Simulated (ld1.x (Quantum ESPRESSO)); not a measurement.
## technetium: one change to an RRKJ potential, before and after

```
Element                 : Tc (Z = 43)
Generator               : ld1.x (Quantum ESPRESSO) 7.5
Type                    : norm-conserving RRKJ (Kleinman–Bylander form)
Functional              : PBE
Relativity              : scalar-relativistic
Frozen core             : [Kr]
Valence charge          : 7
Reference configuration : 4d5 5s1 5p1
Partial waves           : 5s (bound): rc 2.50 bohr; 5p (bound): rc 3.90 bohr; 4d (bound): rc 1.95 bohr
Local potential         : the d channel
Core correction         : none
rho0                    : 0.001
```

Change: core correction a·sin(br)/r model core inside 2.26 bohr.

Cutoffs: the cutoffs (Ry, on a coarse ladder) from which the occupation-weighted sum of valence levels, in a spherical-Bessel basis at the reference potential, stays within 10 and 1 mRy of its value at 400 Ry; they do not see the model core or the augmentation charge, which bear on the density cutoff. Errors are all-electron minus pseudo energies relative to the spin-unpolarised reference configuration.

Problem. Predict the effect on cutoff, ghosts and configuration errors.

Solution. The potential gets neither clearly harder nor softer (40 Ry and 50 Ry → 40 Ry and 50 Ry); both files keep a bound ghost (p, s); of the 6 tests that both files solve, the error grows in 2 and shrinks in 2 by more than 15 % and 0.3 meV (median size 24.8 → 2.2 meV). A model core, the more so a compact one, raises the density cutoff, which this test does not measure.

| quantity | base | changed |
| --- | --- | --- |
| cutoff, loose | 40 Ry | 40 Ry |
| cutoff, tight | 50 Ry | 50 Ry |
| bound ghosts | s, p | s, p |
| tests counted (converged, no solver errors) | 6 of 7 | 6 of 7 |
| error for 4d5 5s2 5p0, meV [ΔE -3.75 eV] | +2.1 | -2.0 |
| error for 4d5 5s1 5p0, meV [ΔE 4.40 eV] | +2.8 | -2.4 |
| error for 4d5 5s0 5p0, meV [ΔE 19.25 eV] | +66 | -6.0 |
| error for 4d4 5s0 5p0, meV [ΔE 47.96 eV] | +193 | +0.8 |
| error for 4d5 5s1.5 5p0, meV [ΔE -0.47 eV] | +0.1 | -1.7 |
| error for 4d4 5s2 5p0, meV [ΔE 7.89 eV] | -47 | -61 |
| s: phases at 4.24 bohr within 0.05 rad from the reference energy up to (Ry; the scan ends near 5) | 0.8 | 0.8 |
| p: phases at 4.24 bohr within 0.05 rad from the reference energy up to (Ry; the scan ends near 5) | 1.5 | 1.5 |
| d: phases at 4.24 bohr within 0.05 rad from the reference energy up to (Ry; the scan ends near 5) | 2.8 | 2.8 |

Base: Tests not counted: 4d4 5s2 5p1 (solver errors, printed error -1.5 eV). Changed file: Tests not counted: 4d4 5s2 5p1 (solver errors, printed error -2.6 eV). These tests converged, but a pseudo level misses the all-electron one widely, so the file describes the atom poorly there or has found another state: 4d4 5s2 5p0: empty 5p by 2.0 eV. A true bound ghost makes a file unfit for plane-wave use even where its test errors are small: the radial tests pick states by their node count and pass the ghost by. Where a test does run into it, the solver fails or the error is huge.
